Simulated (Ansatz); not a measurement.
Start from `[SiH3][O][Al]([SH])[Br]` and change one element to get `[SiH3][O][Al]([SH])[Cl]`.

Ansatz, PBE0-D4/def2-TZVP geometries, multiplicity 1. Each molecule was computed in one conformer, which needn't be the lowest.

Scalar relativity is left out up to krypton. Spin–orbit coupling is left out; it splits and shifts lone-pair levels of the heavy atoms by tenths of an eV.

```csv
property,`[SiH3][O][Al]([SH])[Br]`
HOMO–LUMO gap (ωB97M-V/def2-TZVPP) / eV,10.90
HOMO–LUMO gap (PBE/def2-TZVPP) / eV,5.00
LUMO energy (PBE0/def2-TZVPP) / eV,-0.99
LUMO energy (PBE/def2-TZVPP) / eV,-1.83
HOMO energy (B3LYP/def2-TZVPP) / eV,-7.77
size of the dipole moment (PBE/def2-TZVPP) / D,1.28
```

Task: Give the same properties after the change, and the shifts. (Best estimate.)

Result: Computed: 
```json
{"property": "HOMO–LUMO gap (ωB97M-V/def2-TZVPP) / eV", "`[SiH3][O][Al]([SH])[Cl]`": "10.99", "shift": "0.09"}
{"property": "HOMO–LUMO gap (PBE/def2-TZVPP) / eV", "`[SiH3][O][Al]([SH])[Cl]`": "5.08", "shift": "0.08"}
{"property": "LUMO energy (PBE0/def2-TZVPP) / eV", "`[SiH3][O][Al]([SH])[Cl]`": "-0.91", "shift": "0.08"}
{"property": "LUMO energy (PBE/def2-TZVPP) / eV", "`[SiH3][O][Al]([SH])[Cl]`": "-1.76", "shift": "0.07"}
{"property": "HOMO energy (B3LYP/def2-TZVPP) / eV", "`[SiH3][O][Al]([SH])[Cl]`": "-7.79", "shift": "-0.02"}
{"property": "size of the dipole moment (PBE/def2-TZVPP) / D", "`[SiH3][O][Al]([SH])[Cl]`": "1.36", "shift": "0.08"}
```

Dipoles are sizes alone; their direction can turn.

B3LYP here is the variant with VWN-RPA as its local correlation; programs differ in this.

Positive LUMOs are unbound, so they and the gaps depend on the basis.
